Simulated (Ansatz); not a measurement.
Ansatz (a program for electronic structure) input (PBE0/def2-TZVP):

Ansatz 0.2 input:
```yaml
crystal:
  periodic: [false, false, false]
  atoms:
    - {symbol: Te, position_ang: [-0.00000000, -0.00000000, -0.03140517]}
    - {symbol: H, position_ang: [0.00000000, 0.00000000, 1.63306904]}
basis:
  gaussian:
    orbitals: def2-TZVP
hamiltonian:
  xc: {name: PBE0}
magnetization: {spin_polarized: true, initial_magnetization: 1}
```

Output:

```
Functional definition: PBE0
integrals: 0.01 GiB planned
482 factors; their error is unknown
mean field: 0.14 GiB planned
mean field evaluation 1: about -7308.7693 eV, gradient 4.2e0 eV
mean field evaluation 2: about -7308.8581 eV, gradient 2.9e0 eV
mean field evaluation 4: about -7308.8903 eV, gradient 1.9e-1 eV
mean field evaluation 8: about -7309.0530 eV, gradient 1.1e-2 eV
mean field -7309.05296071 eV, -268.6027420520 hartree, gradient 3.7e-5 eV, S^2 0.754036; 0 other end points of the search recorded, 0 dependent functions left out
reference -7309.05298128 eV, -268.6027428081 hartree; 13, 12 occupied and 43, 44 virtual orbitals, 482 factors
Total energy: -7309.05298128 eV, -268.6027428081 hartree
```
